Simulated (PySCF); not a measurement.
## Correlation energy of As⁺ (arsenic, charge +1)

[Ar] 3d10 4s2 4p2, high-spin 3P determinant. Calculation: PySCF 2.14, in Sapporo-DKH3-DZP-2012 (6s5p3d1f, 43 functions); scalar relativity by spin-free X2C-1e. Frozen: [Ar] 3d10; 4 electrons correlated.

MP2 pair energies summed by pair of shells (mhartree):

| pair | energy | share (%) |
| --- | --- | --- |
| 4s-4p | -26.03 | 60.8 |
| 4s-4s | -12.34 | 28.8 |
| 4p-4p | -4.44 | 10.4 |

Total MP2 correlation energy: -42.81 mhartree.

Same-spin part -7.20 and opposite-spin part -35.61 mhartree; SCS-MP2 scales them by 1/3 and 6/5 to -45.14 mhartree.

```csv
level,correlation energy (mhartree)
CCSD,-59.04
(T),-0.72
CCSD(T),-59.76
```

Diagnostics: T1 = 0.0068, D1 = 0.0190, largest double amplitude 0.093.

Cost of the coupled-cluster step: 0.49 s of wall time on 1 thread of Neoverse-N1 (shared host), for 4 correlated electrons.
